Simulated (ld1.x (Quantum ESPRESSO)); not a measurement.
## Transferability test, TM potential for As

arsenic (As), norm-conserving Troullier–Martins (Kleinman–Bylander form), made with ld1.x (Quantum ESPRESSO) 7.5 (LDA (PZ), scalar-relativistic). Core [Ar] 3d10, reference 4s1 4p4. Waves: 4s (bound): rc 1.25 bohr; 4p (bound): rc 1.40 bohr; 4d channel at 0.05 Ry: rc 1.10 bohr. Local part: the d channel. Core correction: a·sin(br)/r model core inside 0.85 bohr.

Energies are relative to the spin-unpolarised reference configuration 4s1 4p4; without spin polarisation the order of configurations can differ from experiment. Spin-polarised rows fill each open shell by Hund’s rule, majority spin first. The frozen-core shift is the all-electron ΔE with the core orbitals held at their reference shape minus the fully relaxed ΔE.

Task: Give the all-electron excitation energy and the error of the potential for: 4s2 4p3; 4s2 4p2; 4s2 4p1; 4s1 4p3; 4s2 4p2.5; 4s2 4p3.3; 4s0 4p5; 4s1 4p4 (spin-polarised); 4s2 4p3 (spin-polarised).

Result:

```json
{"valence configuration": "4s2 4p3", "charge": "0", "ΔE all-electron (eV)": "-9.483", "error AE − PS (meV)": "-5.4", "frozen-core shift (meV)": "+6.4"}
{"valence configuration": "4s2 4p2", "charge": "+1", "ΔE all-electron (eV)": "-0.157", "error AE − PS (meV)": "-3.1", "frozen-core shift (meV)": "+1.7"}
{"valence configuration": "4s2 4p1", "charge": "+2", "ΔE all-electron (eV)": "18.005", "error AE − PS (meV)": "-8.4", "frozen-core shift (meV)": "+15"}
{"valence configuration": "4s1 4p3", "charge": "+1", "ΔE all-electron (eV)": "10.004", "error AE − PS (meV)": "-2.1", "frozen-core shift (meV)": "+5.3"}
{"valence configuration": "4s2 4p2.5", "charge": "+0.5", "ΔE all-electron (eV)": "-5.846", "error AE − PS (meV)": "-4.4", "frozen-core shift (meV)": "+3.6"}
{"valence configuration": "4s2 4p3.3", "charge": "-0.3", "ΔE all-electron (eV)": "-10.761", "error AE − PS (meV)": "-5.6", "frozen-core shift (meV)": "n/a"}
{"valence configuration": "4s0 4p5", "charge": "0", "ΔE all-electron (eV)": "9.723", "error AE − PS (meV)": "-6.4", "frozen-core shift (meV)": "+6.8"}
{"valence configuration": "4s1 4p4 (spin-polarised)", "charge": "0", "ΔE all-electron (eV)": "-1.477", "error AE − PS (meV)": "-11", "frozen-core shift (meV)": "+15"}
{"valence configuration": "4s2 4p3 (spin-polarised)", "charge": "0", "ΔE all-electron (eV)": "-10.807", "error AE − PS (meV)": "-9.2", "frozen-core shift (meV)": "+14"}
```

Note: ghost states, extra bound levels that the all-electron valence spectrum of the same l lacks: s at -3756.5 eV, p at -1636.4 eV. A true bound ghost makes a file unfit for plane-wave use.
